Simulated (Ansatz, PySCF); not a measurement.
I3Si, SMILES I[Si](I)I (connectivity only; charge and spin as stated), charge +1, multiplicity 1. Atoms are numbered in the order given.

```xyz
4

I     -2.0499    -1.1835    -0.0051
Si     0.0000     0.0000    -0.0051
I      2.0499    -1.1835    -0.0051
I      0.0000     2.3670    -0.0051
```
Charge +1, spin multiplicity 1.

Coordinates come from a B3LYP-D3(BJ)/def2-SVP optimisation. The multiplicity is an assumed one; no other spin state was optimised. The isomer is the one that the SMILES or the coordinates give; other isomers of the formula were not compared. The def2 effective core potentials stand for the cores of I; spin–orbit coupling is left out.

Two levels are set side by side: PBE-D3(BJ)/def2-SVP (Ansatz, an electronic-structure program) and B3LYP-D3(BJ)/def2-SVP (Ansatz). Each level has its own optimised geometry; the coordinates shown are those of the second. Frequencies come from the Hessian of PySCF at each geometry. Differences are taken from unrounded values.

```json
[
 {"quantity": "mean bond length (Å)", "B3LYP-D3(BJ)": "2.367", "PBE-D3(BJ)": "2.370", "PBE-D3(BJ) minus B3LYP-D3(BJ)": "0.003"},
 {"quantity": "bond I1–Si2 (Å)", "B3LYP-D3(BJ)": "2.367", "PBE-D3(BJ)": "2.370", "PBE-D3(BJ) minus B3LYP-D3(BJ)": "0.003"},
 {"quantity": "bond Si2–I3 (Å)", "B3LYP-D3(BJ)": "2.367", "PBE-D3(BJ)": "2.370", "PBE-D3(BJ) minus B3LYP-D3(BJ)": "0.003"},
 {"quantity": "bond Si2–I4 (Å)", "B3LYP-D3(BJ)": "2.367", "PBE-D3(BJ)": "2.370", "PBE-D3(BJ) minus B3LYP-D3(BJ)": "0.003"},
 {"quantity": "highest harmonic wavenumber (cm⁻¹)", "B3LYP-D3(BJ)": "488", "PBE-D3(BJ)": "484", "PBE-D3(BJ) minus B3LYP-D3(BJ)": "-4"},
 {"quantity": "mean harmonic wavenumber (cm⁻¹)", "B3LYP-D3(BJ)": "245", "PBE-D3(BJ)": "242", "PBE-D3(BJ) minus B3LYP-D3(BJ)": "-3"},
 {"quantity": "zero-point energy (kcal/mol)", "B3LYP-D3(BJ)": "2.10", "PBE-D3(BJ)": "2.08", "PBE-D3(BJ) minus B3LYP-D3(BJ)": "-0.03"}
]
```

Here PBE gives about what the other level gives.
